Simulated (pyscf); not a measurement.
Single points on ωB97X-D3(BJ)/def2-SVP structures (PySCF, gas phase).

Question: What is the homolytic dissociation enthalpy (298 K, ωB97M-D3(BJ)/def2-TZVP) of the Ge–Si bond of H₃Si–SiH₂–Ge(Cl)(Cl)–Cl (SMILES [SiH3][SiH2][Ge]([Cl])([Cl])[Cl]), to •H₂Si–SiH₃ + Cl–Ge•(Cl)–Cl?

Answer: Ge–Si to •H₂Si–SiH₃ + Cl–Ge•(Cl)–Cl: 3.00 eV. The 7 functionals that were run give +2.69 (PBE) to +3.29 eV (ωB97X-D3(BJ)). Other isomers of •H₂Si–SiH₃ were not searched in full and may lie lower. Elements up to Kr have no core potential and no relativistic terms here.
